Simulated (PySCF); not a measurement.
These 2 structures share the formula C8H10FP. Method: PySCF, PBE0-D3(BJ)/def2-SVP geometry optimisation, gas phase. One conformer each; no zero-point energy, no entropy. No frequencies were run at this level. Point groups hold within 0.08 Å.

Task: Order them by energy at this level, lowest first, and give relative energies in kJ/mol.
A. `[CH3:1][CH:2]([CH3:3])[c:4]1[cH:5][cH:6][cH:7][c:8]([F:9])[p:10]1` with C1–C2–C4–C5 -114°
B. `[CH3:1][CH2:2][PH:3][c:4]1[cH:5][cH:6][c:7]([F:8])[cH:9][cH:10]1` with C1–C2–P3–C4 -172°, C2–P3–C4–C5 78°

Result: B (0.0), A (19.5).

```tsv
SMILES	E (Eh)	E rel (kJ/mol)	dipole (D)	point group	A, B, C (MHz)
CCPc1ccc(F)cc1	-751.07998	0.0	1.35	C1	3279, 499.4, 479.3
CC(C)c1cccc(F)p1	-751.07253	19.5	2.60	near Cs	2072, 786.1, 649.4
```

Task: How do the relative energies change in single points at PBE0/pcSseg-1 (no added dispersion term) on the same geometries?

Result: 
```
          SMILES  PBE0-D3(BJ)/def2-SVP (kJ/mol)  PBE0/pcSseg-1 (kJ/mol)  shift
  CCPc1ccc(F)cc1                            0.0                     0.0    0.0
CC(C)c1cccc(F)p1                           19.5                    18.5   -1.0
```

Each column counts from its own lowest isomer. The order is unchanged; the largest shift is 1.0 kJ/mol.
